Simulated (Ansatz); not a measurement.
This geometry of AlClF2 + H2 (6 atoms, charge 0, multiplicity 1) is a first-order saddle point.

These are results of RKS PBE0-D4/def2-SVP (Ansatz 0.2.0), not measurements.

```xyz
6
Properties=species:S:1:pos:R:3
Al 0.018 -0.407 -0.072
Cl 0.015 0.072 2.268
F 1.439 0.147 -0.713
F -1.435 0.075 -0.701
H 0.060 -1.920 0.567
H 0.047 -1.233 1.685
```

**Question.** Which two structures does it join? (They come from a converged band through this point; their orientation in space is the band's.)

**Answer.** Bonds broken: Al1–Cl2, H5–H6. Bonds formed: Al1–H5, Cl2–H6. AlClF2 + H2 becomes AlClF2H2.

Image 0:

```xyz
6
Properties=species:S:1:pos:R:3
Al 0.006 0.051 0.272
Cl -0.009 0.713 2.245
F 1.426 -0.012 -0.569
F -1.412 -0.089 -0.563
H 0.072 -2.074 0.456
H 0.061 -1.855 1.194
```

Image 6:

```xyz
6
Properties=species:S:1:pos:R:3
Al 0.022 -0.513 -0.309
Cl 0.011 0.004 2.235
F 1.414 0.321 -0.674
F -1.417 0.239 -0.670
H 0.067 -2.071 -0.112
H 0.047 -1.245 2.565
```

**Question.** How far does it lie above each of them?

**Answer.** 128.7 kJ/mol above the first and 23.4 kJ/mol above the second. This is the barrier of this one path; another mechanism may lie lower. The orbitals stay closed-shell, which can raise the energy where a bond breaks towards radicals; this wasn't checked here.

The run took 2.3 min on 1 thread of Arm Neoverse V1, on a shared host, peak memory 0.14 GiB.
